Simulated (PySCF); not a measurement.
Which determinant of GaPb lies lowest?

Unrestricted PBE0; PySCF, scalar-relativistic core potentials, basis sets Ga cc-pVDZ-PP with ECP10, Pb cc-pVDZ-PP with ECP60. Outer shells of the fragments: Ga 3d10 4s2 4p1; Pb 5d10 6s2 6p2.

Followed along the bond (rough minima from three points):

```
2Ms+1   unpaired  ⟨S²⟩ at the start  R at minimum (Å)  Te (eV)
    4  σ ↑, π ↑↑               3.75              2.74     0.00
    2  σ ↓, π ↑↑               1.76              2.73     0.38
    2  σ ↑, π ↑↓               1.76              2.74     0.40
    2        π ↑               0.75              2.99     0.73
    2        σ ↑               0.76              2.76     0.95
```

Solutions found at the starting distance of 2.600 Å, counted from the lowest of them; the search is not exhaustive and high or unbound solutions are not listed, so other states can lie among these:

```json
{"2Ms+1": "4", "unpaired": "σ ↑, π ↑↑", "term": "⁴Σ⁻", "E (eV)": "0.00", "⟨S²⟩": "3.75", "⟨Lz²⟩": "0.00", "μ (D)": "-0.44"}
{"2Ms+1": "2", "unpaired": "σ ↓, π ↑↑", "term": "mixed", "E (eV)": "0.37", "⟨S²⟩": "1.76", "⟨Lz²⟩": "0.00", "μ (D)": "-0.43"}
{"2Ms+1": "2", "unpaired": "σ ↑, π ↑↓", "term": "mixed", "E (eV)": "0.40", "⟨S²⟩": "1.76", "⟨Lz²⟩": "2.01", "μ (D)": "-0.31"}
{"2Ms+1": "2", "unpaired": "σ ↑", "term": "mixed", "E (eV)": "0.96", "⟨S²⟩": "0.76", "⟨Lz²⟩": "2.00", "μ (D)": "-0.02"}
{"2Ms+1": "2", "unpaired": "π ↑", "term": "²Π", "E (eV)": "1.07", "⟨S²⟩": "0.75", "⟨Lz²⟩": "1.00", "μ (D)": "0.57"}
{"2Ms+1": "4", "unpaired": "π ↑↑↑", "term": "⁴Π", "E (eV)": "2.29", "⟨S²⟩": "3.76", "⟨Lz²⟩": "1.00", "μ (D)": "0.57"}
```

A term symbol is given only where ⟨S²⟩ and ⟨Lz²⟩ are close to those of a pure state; real π, δ and φ orbitals otherwise mix terms. A positive dipole means Ga(−)Pb(+).

Spin–orbit coupling is left out, which matters for elements this heavy, above all for dissociation energies. Counting both spins, an empty level lies below a filled one in some of these solutions, because spin and occupation are held.
